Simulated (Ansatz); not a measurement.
H₂ ··· H₂Te

The pair of H₂ (SMILES [H][H], atoms 1–2) and H₂Te (SMILES [TeH2], atoms 3–5), both closed shells, in one local arrangement (a lower one may exist), relaxed at PBE0-D4/def2-TZVP:

```json
{"atom": "H1", "x (Å)": "0.4561", "y (Å)": "0.0565", "z (Å)": "-2.1468"}
{"atom": "H2", "x (Å)": "-0.1001", "y (Å)": "0.3584", "z (Å)": "-2.5434"}
{"atom": "Te3", "x (Å)": "0.2349", "y (Å)": "0.4695", "z (Å)": "1.2310"}
{"atom": "H4", "x (Å)": "-0.8603", "y (Å)": "-0.6631", "z (Å)": "0.7236"}
{"atom": "H5", "x (Å)": "0.2695", "y (Å)": "-0.2213", "z (Å)": "2.7356"}
```

Program: Ansatz 0.2.0. Basis: def2-TZVPPD, with def2-QZVPPD for the basis limit. Cores are frozen in the correlated methods. Filled d shells of the heavier atoms are correlated. Core potentials replace the inner electrons of the atoms past krypton. The def2 sets are not built for correlating such inner shells, so the correlated values are less sure here. B3LYP uses VWN-RPA correlation. Extrapolation: Hartree–Fock as exp(−7.88 √X), correlation as X^−2.97. Interaction energies count from these two fragments, frozen as in the pair, with the counterpoise correction; negative means bound.

Task: What is the interaction energy by CCSD(T) at an estimated basis limit (MP2 extrapolated from triple and quadruple zeta, plus CCSD(T) − MP2 in triple zeta)? (Judge from chemistry; the value comes from the calculation.)

Result: Computed: -0.41 kcal/mol. Hartree–Fock alone gives 0.26 kcal/mol at the basis limit, so without correlation the pair would not bind at this distance. It counts from the two fragments frozen as in the pair.

The same quantity by other methods in triple zeta, and each one's difference from that estimate:
| method | E_int (kcal/mol) | difference |
| --- | --- | --- |
| PBE-D4 | -0.71 | -0.31 |
| revPBE-D4 | -0.57 | -0.16 |
| BLYP-D4 | -0.39 | 0.02 |
| r2SCAN-D4 | -0.27 | 0.14 |
| B97M-V | -0.50 | -0.09 |
| PBE0-D4 | -0.60 | -0.20 |
| B3LYP-D4 | -0.45 | -0.05 |
| HSE06-D4 | -0.61 | -0.21 |
| wB97X-V | -0.45 | -0.04 |
| wB97M-V | -0.41 | 0.00 |
| B2PLYP | -0.06 | 0.35 |
| HF | 0.27 | 0.67 |
| MP2 | -0.31 | 0.10 |
| CCSD | -0.21 | 0.20 |
| CCSD(T) | -0.28 | 0.13 |
Differences are method less estimate.

Task: Which atoms make the shortest contact between the fragments?

Result: H1 and H4, 3.24 Å apart.

Basis-set superposition shift (counterpoise-corrected less uncorrected): CCSD(T) 0.17; MP2 0.17; HF 0.01; PBE0-D4 0.01; wB97M-V 0.02 kcal/mol.

No T1 diagnostic of these runs exceeds 0.011.

For scale, one of the runs: CCSD(T)/def2-TZVPPD, 127 basis functions, launched by `ansatz run in.yaml --threads 2 --pin off --events-out ev --progress --plain --max-ram 5222MiB`. Time: 7 s of wall clock on 2 CPU threads of an Intel Xeon 6975P-C; the host was shared. Peak host memory: 0.79 GiB.
